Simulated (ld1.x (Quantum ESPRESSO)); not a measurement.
## Scattering properties, TM potential for Sb (Z = 51)

ld1.x (Quantum ESPRESSO) 7.5 input, shortened:

```
&input
   title='Sb', zed=51., rel=1, dft='PBE', iswitch=3,
   config='[Kr] 4d10 5s1.5 5p3.5 5d-2'
 /
 &inputp
   pseudotype=2, tm=.true., lloc=0,
   nlcc=.false.
 /
3
5P  2  1   3.50   0.00  2.55  2.55  0.0
5D  3  2  -2.00  -0.10  2.65  2.65  0.0
5S  1  0   1.50   0.00  1.70  1.70  0.0
 &test
   configts(1)='5s1.5 5p3.5'
 /
```

The phase is arctan(r·u′/u) with u = r·R(r), unwrapped; energies in Ry, scanned from -3 to 5 Ry. A pole is an energy at which the radial function vanishes at the test radius. The pseudo phase is shifted by a multiple of π to meet the all-electron one at the reference energy, and phase errors are pseudo minus all-electron; the curves can meet again beyond the range given. Levels narrower than the energy grid can be missing from the lists of poles.

| channel | radius (bohr) | reference energy (Ry) | poles, all-electron | poles, pseudo | unbroken range about the reference energy with phases within 0.05 rad | phase error 1 Ry above the reference energy (rad) |
| --- | --- | --- | --- | --- | --- | --- |
| s | 2.89 | -0.97 | -0.28 | -0.28, 4.89 | below 1.5 | -0.003 |
| p | 2.89 | -0.38 | 0.82 | 0.81 | below 2.6 | -0.003 |
| d | 2.89 | -0.10 | -2.49, 2.77 | 2.33 | -2.4 to 0.6 | -0.105 |

Phases in the p channel:

```csv
E (Ry),all-electron,pseudo
-3.00,1.339,1.339
-2.76,1.325,1.325
-2.52,1.308,1.308
-2.28,1.287,1.286
-2.04,1.260,1.260
-1.80,1.225,1.224
-1.56,1.175,1.174
-1.32,1.099,1.098
-1.08,0.971,0.970
-0.84,0.716,0.714
-0.60,0.136,0.135
-0.36,-0.686,-0.686
-0.12,-1.138,-1.138
0.12,-1.341,-1.343
0.36,-1.452,-1.454
0.60,-1.522,-1.525
0.84,-1.573,-1.577
1.08,-1.614,-1.619
1.32,-1.650,-1.656
1.56,-1.683,-1.692
1.80,-1.717,-1.729
2.04,-1.754,-1.770
2.28,-1.796,-1.820
2.52,-1.849,-1.887
2.76,-1.920,-1.984
3.00,-2.026,-2.144
3.24,-2.200,-2.447
3.48,-2.524,-3.032
3.72,-3.104,-3.712
3.96,-3.725,-4.107
4.20,-4.092,-4.305
4.44,-4.285,-4.418
4.68,-4.398,-4.490
4.92,-4.471,-4.540
```
